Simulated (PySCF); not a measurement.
C₃H₉Al. Atoms are numbered in the order given.

```xyz
13

Al     0.0975    -0.2556     0.7149
H     -0.0321    -1.7844     1.1665
C      0.5397     1.0943     2.0630
H      1.5019     0.8640     2.5557
H     -0.2100     1.1055     2.8751
H      0.6100     2.1198     1.6647
C     -0.1874     0.2410    -1.1673
C     -0.5242    -0.8765    -2.1617
H      0.7161     0.7923    -1.5008
H     -0.9782     1.0195    -1.1829
H     -1.4488    -1.4079    -1.8813
H      0.2721    -1.6381    -2.2054
H     -0.6674    -0.5004    -3.1895
```
Charge 0, spin multiplicity 1.

Geometry optimised at r2SCAN-D4/def2-SVP. The structure was generated by enumeration; whether it is a known compound was not checked. Other conformers were not sampled.

Method: TDDFT-CAM-B3LYP/def2-SVPD run with PySCF 2.14.0.

Vertical excitations. Isolated molecule, no solvent.

```json
[
 {"state": "S1", "energy (eV)": "5.19", "λ (nm)": "239", "f": "0.001", "main pairs": "HOMO→LUMO 98 %"},
 {"state": "S2", "energy (eV)": "5.64", "λ (nm)": "220", "f": "0.003", "main pairs": "HOMO−1→LUMO 99 %"},
 {"state": "S3", "energy (eV)": "6.57", "λ (nm)": "189", "f": "0.064", "main pairs": "HOMO→LUMO+1 89 %"},
 {"state": "S4", "energy (eV)": "7.21", "λ (nm)": "172", "f": "0.065", "main pairs": "HOMO−1→LUMO+1 72 %, HOMO→LUMO+2 21 %"},
 {"state": "S5", "energy (eV)": "7.45", "λ (nm)": "166", "f": "0.000", "main pairs": "HOMO→LUMO+2 68 %, HOMO−1→LUMO+1 18 %"},
 {"state": "S6", "energy (eV)": "7.97", "λ (nm)": "156", "f": "0.033", "main pairs": "HOMO−1→LUMO+2 43 %, HOMO−2→LUMO 39 %"},
 {"state": "S7", "energy (eV)": "7.97", "λ (nm)": "156", "f": "0.039", "main pairs": "HOMO−2→LUMO 51 %, HOMO−1→LUMO+2 28 %, HOMO→LUMO+3 8 %"},
 {"state": "S8", "energy (eV)": "8.17", "λ (nm)": "152", "f": "0.208", "main pairs": "HOMO→LUMO+3 66 %, HOMO→LUMO+4 11 %, HOMO−1→LUMO+3 10 %"},
 {"state": "S9", "energy (eV)": "8.25", "λ (nm)": "150", "f": "0.064", "main pairs": "HOMO→LUMO+4 80 %"},
 {"state": "S10", "energy (eV)": "8.39", "λ (nm)": "148", "f": "0.011", "main pairs": "HOMO−3→LUMO 86 %"},
 {"state": "T1", "energy (eV)": "4.87", "λ (nm)": "254", "f": "0", "main pairs": "HOMO→LUMO 93 %"},
 {"state": "T2", "energy (eV)": "5.25", "λ (nm)": "236", "f": "0", "main pairs": "HOMO−1→LUMO 93 %"},
 {"state": "T3", "energy (eV)": "6.20", "λ (nm)": "200", "f": "0", "main pairs": "HOMO→LUMO+1 76 %"},
 {"state": "T4", "energy (eV)": "6.71", "λ (nm)": "185", "f": "0", "main pairs": "HOMO−1→LUMO+1 69 %"}
]
```
Triplets are in the Tamm–Dancoff approximation, which puts them higher than full response would, so one can lie above its singlet here.
